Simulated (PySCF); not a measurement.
Worked example: oscillator strength and radiative lifetime

Si(F)(I)2(OH) (FHI₂OSi), SMILES O[Si](F)(I)I.

Geometry: PBE0-D3(BJ)/def2-SVP. This is a generated structure with no PubChem entry under its InChIKey; it may be hypothetical. The def2 effective core potentials stand for the cores of I; spin–orbit coupling is left out. One conformer was computed; it need not be the lowest.

TDDFT-ωB97X/def2-SVPD (PySCF) puts the first singlet state with f over 0.02 at 5.41 eV (vertical), with the transition dipole (0.380, -0.401, -0.016) in atomic units.

### Question
Find the oscillator strength, the wavelength and the radiative lifetime that this transition would have in vacuum if emission retraced absorption.

### Answer

|μ|² = 0.3055 au, so |μ| = 1.40 D. ΔE = 5.41/27.211 = 0.1988 hartree. f = (2/3) ΔE |μ|² = 0.040 (the program prints 0.041).
λ = 1239.84/5.41 = 229 nm; ν = 43635 cm⁻¹.
Einstein's coefficient A = 0.6670 ν² f s⁻¹ (ν in cm⁻¹) = 5.1e7 s⁻¹, so τ = 1/A = 19 ns. This state is S1. The figure is the radiative limit of this one transition; relaxation, internal conversion, crossing to triplets and a medium change what is measured.
